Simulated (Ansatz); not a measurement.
Species: C$_{3}$H$_{9}$FGeO$_{3}$, SMILES `C[O][Ge]([F])([O]C)[O]C` (charge 0, multiplicity 1).

**Question.** Give a relaxed geometry from Ansatz (a quantum-chemistry and plane-wave program) with B3LYP-D3(BJ)/def2-SVP.

**Answer.** One answer among several that fit: the end point of this relaxation, one of several conformers (outside a Z-matrix the atoms follow the SMILES, hydrogens last).
Z-matrix (Å, degrees):
```
Ge
F 1 1.7440
O 1 1.7500 2 108.31
C 3 1.4210 1 120.98 2 -62.02
H 4 1.1005 3 107.63 1 -179.95
H 4 1.1038 5 108.55 3 -121.04
H 4 1.1044 5 108.45 6 -117.87
O 1 1.7500 2 108.29 3 119.99
C 8 1.4210 1 120.98 2 -62.05
H 9 1.1005 8 107.63 1 179.87
H 9 1.1038 10 108.55 8 -121.03
H 9 1.1044 10 108.45 11 -117.87
O 1 1.7500 2 108.27 8 120.02
C 13 1.4210 1 120.99 2 -61.80
H 14 1.1005 13 107.63 1 179.54
H 14 1.1038 15 108.55 13 -121.03
H 14 1.1044 15 108.45 16 -117.87
```
